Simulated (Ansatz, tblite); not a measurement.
Removing an electron: TeF₄. The state is a singlet with charge 0. Geometry: B3LYP-D4/def2-SVP. Ansatz, gas phase; energy differences of separate SCF runs; the oxidised species was run as a doublet alone.

```xyz
5

Te   -0.2470    0.4219    0.3200
F    -0.2349    1.3878   -1.3771
F    -0.0586   -0.8865    1.7573
F     1.5875    0.0720   -0.0371
F    -1.0470   -0.9953   -0.6632
```

In the def2 sets Te takes a core potential; there is no spin–orbit coupling. The xTB rows come from tblite.

| level | −HOMO (eV) | vertical IE (eV) | −LUMO (eV) | HOMO–LUMO gap (eV) |
| --- | --- | --- | --- | --- |
| GFN2-xTB | 14.04 | 18.00 | 9.88 | 4.16 |
| PBE-D4/def2-TZVP | 8.76 | 12.29 | 4.04 | 4.71 |
| r2SCAN-D4/def2-TZVP | 9.16 | 12.50 | 4.01 | 5.15 |

Task: Estimate the rows for GFN1-xTB, PBE0-D4/def2-TZVP.

Result: 
```json
{"level": "GFN1-xTB", "−HOMO (eV)": "15.05", "vertical IE (eV)": "19.25", "−LUMO (eV)": "11.28", "HOMO–LUMO gap (eV)": "3.77"}
{"level": "PBE0-D4/def2-TZVP", "−HOMO (eV)": "10.35", "vertical IE (eV)": "12.71", "−LUMO (eV)": "3.35", "HOMO–LUMO gap (eV)": "6.99"}
```

Relaxing the oxidised species (B3LYP-D4/def2-SVP) changes its energy by -0.46 eV at PBE-D4/def2-TZVP, so the adiabatic ionisation energy to this nearest minimum is 11.82 eV. At PBE0-D4/def2-TZVP it is 12.15 eV.    Raw xTB energy differences between charge states are shifted by several eV; the methods need an empirical correction for them.
